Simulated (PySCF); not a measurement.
Input file for PySCF: R-B3LYP/LANL2DZ on BrGeH (SMILES [GeH][Br]), a point of a bond scan (R = 3.687 Å).

```python
from pyscf import gto, scf, dft, mp
from pyscf.data.elements import chemcore

mol = gto.M(
    atom='''
    Ge   -0.68565162   -0.57867936    0.82194038
    H    -3.07199638   -1.71615108   -1.74885711
    Br    0.67611556    0.55974206   -0.74303699
    ''',
    basis='lanl2dz',
    ecp={'Br': 'lanl2dz', 'Ge': 'lanl2dz'},
    charge=0, spin=0, verbose=3, max_memory=1800)
mf = dft.RKS(mol, xc='b3lyp')
mf.conv_tol = 1e-8
mf.max_cycle = 100
mf.kernel()
if not mf.converged:
    mf = mf.newton().run(mf.mo_coeff, mf.mo_occ)
```

### Question
Predict the final total energy.

### Answer
-17.3945 hartree.
